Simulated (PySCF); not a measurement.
**Two-dimensional NMR puzzle**

Compound of formula C₉H₁₁P. Correlations simulated from computed shifts and the bond graph:

HSQC (one-bond C–H):
```
  δH     δC
7.64  133.3
7.46  131.8
3.00   39.2
0.79   12.4
```

COSY cross peaks (H two or three bonds apart, from the bond graph; peaks can be absent where the dihedral angle is near 90°):
```
  δH    δH
7.64  7.46
```

HMBC (two and three bonds, from the bond graph):
```
  δH                        δC
7.64        146.9, 131.8, 39.2
7.46       146.9, 133.3, 131.8
3.00  146.9, 133.3, 39.2, 12.4
0.79                      39.2
```

Carbons without hydrogens: δ 146.9.

[PySCF 2.14.0 with density-fitted response routines: NMR shieldings at PBE0/pcSseg-1/GIAO; geometry: GFN2-xTB; one averaged value for each set of equivalent atoms; non-relativistic Hamiltonian; no solvent; a single conformation]

Shifts are taken against calculated references (same method and geometry level): ¹H, ¹³C vs TMS.

Exchangeable hydrogens are left out of these lists.

Question: Which molecule is this?

Answer: `InChI=1S/C9H11P/c1-10-6-8-4-2-3-5-9(8)7-10/h2-5H,6-7H2,1H3`.

Atoms are numbered as in `[CH3:1][P:2]1[CH2:3][c:4]2[cH:5][cH:6][cH:7][cH:8][c:9]2[CH2:10]1`. Hydrogens are named by the atom that carries them.

1. δC 146.9 is C4/C9, a substituted aromatic carbon.
2. δC 133.3 is C5/C8, an aromatic CH (δH 7.64).
3. δC 131.8 is C6/C7, an aromatic CH (δH 7.46).
4. δC 39.2 is C3/C10, an sp3 CH2 bonded to P, on an aromatic ring (δH 3.00).
5. δC 12.4 is C1, a methyl carbon bonded to P (δH 0.79).
6. HMBC from δH 7.64 reaches the proton-free carbon C4/C9.
7. HMBC from δH 7.46 reaches the proton-free carbon C4/C9.
8. HMBC from δH 3.00 reaches the proton-free carbon C4/C9.
9. COSY links 7.64–7.46.

The shifts were computed for this structure.

Shifts are as computed. Against solution values, carbons near 30 ppm lie about +3 ppm off and those near 130 ppm about +5 ppm. Of 1211 compounds with measured shifts, 218 miss one by over three times the rms of a fit or turn the order of signals round; such compounds aren't used in these exercises.
